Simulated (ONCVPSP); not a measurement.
# Building the ONCV potential for praseodymium (Pr) (LDA (Perdew-Wang 92), fully relativistic).

```
Element                 : praseodymium
Generator               : ONCVPSP 4.0.1
Type                    : optimised norm-conserving Vanderbilt (ONCV)
Functional              : LDA (Perdew-Wang 92)
Relativity              : fully relativistic
Frozen core             : [Kr] 4d10
Valence charge          : 13
Reference configuration : 4f2 5s2 5p6 5d1 6s2
Partial waves           : 5s+6s: rc 2.40 bohr, ncon 4, nbas 8, qcut 6.6 1/bohr, 2 projectors; 5p: rc 1.60 bohr, ncon 4, nbas 9, qcut 5.9 1/bohr, 2 projectors, debl 2.5 Ha; 5d: rc 3.95 bohr, ncon 4, nbas 8, qcut 4 1/bohr, 2 projectors, debl 1.6 Ha; 4f: rc 1.10 bohr, ncon 4, nbas 8, qcut 13.6 1/bohr, local
Local potential         : the f channel
Core correction         : Teter function, fcfact 3.25, rcfact 1.15
```

Open shells are filled in proportion to 2j + 1.

All-electron outer shells of the reference configuration (LDA (PZ), scalar-relativistic, ld1.x):

```
shell  level (eV)  outermost node (bohr)  outermost maximum (bohr)
   4d     -116.80                   0.30                      0.64
   5s      -42.30                   0.73                      1.33
   5p      -24.05                   0.79                      1.51
   4f       -6.44                      –                      0.68
   6s       -3.95                   1.77                      3.61
   5d       -3.13                   0.90                      2.14
```

Does the generator finish with these settings?

Yes, a potential is produced.

Estimate the cutoffs (Ha) at which the residual kinetic energy of the hardest occupied pseudo-wave falls to 1 and 0.1 mHa per electron.

86 Ha and 152 Ha.

Does the potential have ghost states?

Ghosts flagged at negative energy: s at -525.0 eV, p3/2 at -178.4 eV, d5/2 at -126.3 eV, p1/2 at -153.7 eV, d3/2 at -115.7 eV; GHOST(+) flagged for s at 113.7 eV. A true bound ghost makes a file unfit for plane-wave use.

Which valence shell sets the plane-wave cutoff?

4f: 86 Ha for 1 mHa per electron, against 16 Ha for 5p.

Its largest configuration-test error is -216 meV (4f3 5s2 5p6 5d0 6s0). 2 of 4 tests not solved or not reliable. Not counted: 4f3 5s2 5p6 5d0 6s1 (all-electron energy unsafe for a near-neutral lanthanide with less than one 5d electron, printed error -230 meV).
